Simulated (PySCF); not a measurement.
HOZn, SMILES [OH][Zn] (connectivity only; charge and spin as stated), neutral, multiplicity 2.

The structure is a stationary point at B3LYP-D3(BJ)/def2-TZVP. The spin state was assumed, not searched. The isomer is the one that the SMILES or the coordinates give; other isomers of the formula were not compared.

Computed with C-PCM-B3LYP/def2-TZVPD run with PySCF.

The values are the electrostatic part of the solvation free energy, E(continuum) − E(gas) at the gas-phase geometry, in a cavity of scaled van der Waals radii (PySCF's table); cavitation and dispersion terms are not included. A continuum can't describe solvent molecules that bind to the metal. The dipole moment in vacuum is 2.05 D.

Computed values in water (ε = 78.36), diethylether (ε = 4.24), toluene (ε = 2.37):
```tsv
solvent	ε	ΔG(elec) (kcal/mol)	dipole (D)
water	78.36	-13.6	3.47
diethylether	4.24	-9.9	3.05
toluene	2.37	-7.2	2.75
```
